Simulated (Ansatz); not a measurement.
Frontier orbitals of F3HfI, SMILES `[F][Hf]([F])([F])[I]`.

Cartesian coordinates in Å:
```
F -1.697 -0.127 0.942
Hf -0.065 -0.133 -0.009
F 1.055 -1.463 0.726
F -0.420 -0.573 -1.810
I 1.127 2.296 0.150
```

Total charge 0; spin multiplicity 1. Correlated methods include outer-core shells of Hf, I, which these sets cover unevenly. Hf, I takes the def2 core potential. All single points use the PBE0-D4/def2-TZVP geometry. Basis def2-TZVPP, the Gaussian-basis code of Ansatz.

| functional | HOMO (eV) | LUMO (eV) | gap (eV) |
| --- | --- | --- | --- |
| PBE | -7.23 | -2.23 | 5.00 |
| revPBE | -7.15 | -2.11 | 5.04 |
| r2SCAN | -7.55 | -2.03 | 5.52 |
| B97M-V | -7.51 | -1.97 | 5.54 |
| PBE0 | -8.39 | -1.42 | 6.97 |
| r2SCANh | -7.97 | -1.74 | 6.23 |
| r2SCAN0 | -8.61 | -1.29 | 7.32 |
| HSE06 (plane-wave form) | -8.00 | -1.79 | 6.21 |
| BHLYP | -9.37 | -0.47 | 8.90 |
| ωB97M-V | -10.47 | 0.42 | 10.89 |
| HF | -10.91 | 1.45 | 12.36 |

Against PBE, PBE0 changes HOMO and LUMO by −1.17 and +0.81 eV, ωB97M-V by −3.25 and +2.65 eV. A gap of 5.00 eV thus becomes 10.89 eV for the same molecule, so an orbital gap means little without its functional. A positive LUMO is unbound and depends on the basis.
